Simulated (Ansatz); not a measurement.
H4Ge, triplet, at the geometry of the source list (a higher spin typed on purpose: for a closed-shell molecule this is an excited state). Base run: B3LYP/3-21G (Ansatz, an electronic-structure program).

Geometry (Å):
```xyz
5

Ge     0.0007    -0.0052     0.0007
H     -0.6028    -0.8485    -1.0572
H      0.5578    -0.8519     1.0802
H     -1.0398     0.8874     0.5610
H      1.0841     0.8182    -0.5847
```
Charge 0, spin multiplicity 3.
Orbitals are unrestricted.
All else is at Ansatz's defaults.

Variants of this job, named by their change:

```json
[
 {"change": "base", "basis functions": "31", "E (Eh)": "-2069.02828"},
 {"change": "basis = x2c-TZVPall; relativity = spin-free X2C", "basis functions": "72", "E (Eh)": "-2100.92621"},
 {"change": "basis = x2c-TZVPall; relativity = spin-free X2C; nucleus = Gaussian", "basis functions": "72", "E (Eh)": "-2100.91497"},
 {"change": "basis = x2c-TZVPall; relativity = none", "basis functions": "72", "E (Eh)": "-2069.62161"},
 {"change": "basis = cc-pVDZ-DK; relativity = none", "basis functions": "47", "E (Eh)": "-2067.23386"},
 {"change": "basis = x2c-SVPall; relativity = spin-free X2C", "basis functions": "52", "E (Eh)": "-2100.55034"},
 {"change": "basis = cc-pVDZ-DK; relativity = spin-free X2C", "basis functions": "47", "E (Eh)": "-2100.82502"},
 {"change": "basis = x2c-SVPall; relativity = spin-free X2C; nucleus = Gaussian", "basis functions": "52", "E (Eh)": "-2100.54001"},
 {"change": "basis = cc-pVDZ-DK; relativity = spin-free X2C; nucleus = Gaussian", "basis functions": "47", "E (Eh)": "-2100.81341"},
 {"change": "basis = x2c-SVPall; relativity = none", "basis functions": "52", "E (Eh)": "-2070.35682"}
]
```

Absolute energies of different levels of theory aren't comparable as measures of quality.

Ansatz warned in this series: the basis is contracted for relativity, which the run leaves out.

Basis sets contracted for a relativistic Hamiltonian are a mismatch without it, so the rows without relativity aren't non-relativistic limits. No row has spin-orbit coupling; sets with core potentials leave out the core electrons.
